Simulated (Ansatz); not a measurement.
C₂H₆O₂Si, SMILES `COC1O[SiH2]1` at its PBE0-D4/def2-TZVP geometry, where that method's forces vanish. Total charge 0; spin multiplicity 1.

```xyz
11

C     0.4410    0.8500   -1.6069
O    -0.5599    0.2872   -0.7780
C    -0.1880    0.2223    0.5348
O     0.8129   -0.8113    0.8376
Si   -0.6384   -1.2097    1.5510
H     1.3381    0.2248   -1.6167
H     0.0260    0.9104   -2.6121
H     0.7080    1.8574   -1.2639
H     0.1302    1.1849    0.9464
H    -0.6855   -1.1665    3.0298
H    -1.3844   -2.3494    0.9780
```

Problem. What forces (eV/Å) does PBE-D4/def2-TZVPP give on these atoms in Ansatz 0.2.0? (Best estimate.)

Solution. Ansatz gave: 
```
C1   0.198  0.116 -0.184
O2  -0.585 -0.178 -0.195
C3  -0.176  0.323  0.093
O4   0.885 -0.237 -0.085
Si5 -0.509 -0.256  0.325
H6   0.209 -0.122 -0.023
H7  -0.078  0.016 -0.214
H8   0.077  0.229  0.066
H9   0.071  0.242  0.110
H10 -0.001  0.004  0.181
H11 -0.091 -0.136 -0.075
```
